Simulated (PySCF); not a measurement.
## How the method changes the constants of SbN⁻

State: ²Π (doublet), unpaired electrons π ↑. Set-up: basis Sb def2-TZVPPD with ECP28, N def2-TZVPPD; scalar-relativistic core potentials; PySCF 2.14. De refers to Sb⁻ + N in their high-spin ground configurations, without counterpoise correction. The functionals are run spin-unrestricted. A positive dipole points towards N; it is taken about the centre of mass and depends on that origin. Levels whose curve was spin-contaminated or gave no clean fit are not listed.

```
       Level  Re (Å)  ωe (cm⁻¹)  De (eV)  μ (D)  CPU s a point (SCF and correlation, without the integrals)
   ROHF-CCSD   1.889        789      n/a    n/a                                                         n/a
ROHF-CCSD(T)   1.902        757      n/a    n/a                                                         180
         PBE   1.903        763      n/a  -3.40                                                           2
        PW91   1.902        764      n/a  -3.42                                                         1.4
        BP86   1.905        759     4.19  -3.38                                                         1.3
```

(1) What does the triples do here, going from ROHF-CCSD to ROHF-CCSD(T)?

Correlated steps freeze 5 core orbitals. Spin–orbit coupling is left out, which matters for elements this heavy, above all for dissociation energies. For an ion De counts to the pair picked by the measured ionisation energies or electron affinities, which need not be the lowest pair at this level. The highest Kohn–Sham level is positive in this anion. Much of that is self-interaction error, but it also means that the finite basis helps to hold the extra electron. The CCSD T1 diagnostic is raised, a sign that a single reference may not be enough here. The state is the lowest determinant that a PBE0 search found; another state may lie lower at other levels.

The whole job (state search and all levels along the bond) took about 17 min on 2 threads of Arm Neoverse V1 (shared host), peak memory 3.3 GiB.

Results:

(1) ROHF-CCSD(T) less ROHF-CCSD: +1.3 pm in Re, -4.1 % in ωe. Correlation nearly always deepens the well. The bond lengthens, as in strong covalent bonds, where excitations into antibonding orbitals dominate.
